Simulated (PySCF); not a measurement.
An unknown shows these calculated signals:

¹H NMR (300 MHz, computed): δ 6.30 (m, 1H), 5.32 (m, 1H), 5.19 (m, 1H), 4.77 (m, 1H), 4.75 (m, 1H), 4.44 (m, 1H), 4.16 (m, 1H), 4.16 (m, 1H), 3.01 (m, 1H), 1.22 (d, 3H).

¹³C{¹H} NMR (computed): δ 189.8 (C), 150.6 (CH), 119.8 (CH2), 83.1 (CH), 58.7 (CH2), 52.0 (CH), 22.1 (CH3).

Theory: GFN2-xTB geometry, NMR shieldings at PBE0/pcSseg-1/GIAO, in PySCF 2.14 (one conformer, non-relativistic Hamiltonian, isolated molecule, rapidly exchanging positions averaged).

δ = σ(ref) − σ, references computed at the same level: TMS for ¹H (σ = 31.72 ppm), ¹³C (σ = 186.93 ppm).

Task: Which of these does the molecule contain: a vinyl group CH=CH2, a tert-butyl group, a non-aromatic C=C double bond, a Si–CH3 group, a Si–H bond, an NH or NH2 group?

Result: 
- A vinyl group CH=CH2: yes (δC 119.8, 150.6; δH 5.19 (m), 5.32 (m), 6.30 (m)).
- A tert-butyl group: no.
- A non-aromatic C=C double bond: yes.
- A Si–CH3 group: no.
- A Si–H bond: yes (δH 4.77 (m), 4.75 (m)).
- An NH or NH2 group: no.

The data belong to `C=C[C@@H](C)C1=C[SiH2]CO1`, C7H12OSi; they needn't prove each group on their own.

Carbon signals by region: 1 in the far downfield region (above 160 ppm), 2 in the sp2 and nitrile region (100–160 ppm), 3 at 50–100 ppm, 1 below 50 ppm. Above 160 ppm: 189.8, alkene carbon bearing oxygen.

Shifts are as computed. Against solution values, carbons near 30 ppm lie about +3 ppm off and those near 130 ppm about +5 ppm. Of 1211 compounds with measured shifts, 218 miss one by over three times the rms of a fit or turn the order of signals round; such compounds aren't used in these exercises. Multiplicities follow the n + 1 count of equivalent neighbours, as no J values were calculated; m marks all less simple cases, F and P coupling included.
